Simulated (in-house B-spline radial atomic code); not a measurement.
Configurations of neutral molybdenum, with energies counted from [Kr] 4d5 5s1. All numbers are computed (Dirac-Hartree-Fock, average of configuration; Fermi nucleus of rms radius 4.4091 fm) with a radial B-spline atomic code at the basis-set limit, not measured. Energies include first-order Breit, QED and recoil terms.

Occupations are held fixed; configurations that lie above the ionisation limit could autoionise.

| configuration | E - E(ref) (eV) | highest orbital | its <r> (bohr) |
| --- | --- | --- | --- |
| [Kr] 4d5 6s1 | 3.6549 | 6s1/2 | 10.61 |
| [Kr] 4d4 5s1 5g1 | 5.7466 | 5g9/2 | 27.5 |
| [Kr] 4d4 5s1 6f1 | 5.9122 | 6f5/2 | 47.86 |
| [Ar] 3d10 4s2 4p5 4d6 5s1 | 38.01 | 5s1/2 | 3.844 |
| [Ar] 3d10 4s2 4p5 4d5 5s2 | 38.544 | 5s1/2 | 3.595 |
| [Ar] 3d10 4s2 4p5 4d5 4f1 5s1 | 43.994 | 4f5/2 | 17.94 |

**Question.** Order these further configurations by energy, lowest first.
A. [Kr] 4d4 5s1 8p1
B. [Kr] 4d4 5s1 7f1
C. [Kr] 4d5 7p1
D. [Kr] 4d5 5f1
E. [Ar] 3d10 4s2 4p5 4d5 5s1 7f1

**Answer.** C (4.8189 eV), D (5.0655 eV), A (5.7582 eV), B (6.0127 eV), E (44.568 eV).

**Question.** How far above the reference does [Ar] 3d10 4s2 4p5 4d5 5s1 6g1 lie?

**Answer.** 44.468 eV; its least bound orbital is 6g9/2 with <r> = 44 bohr.
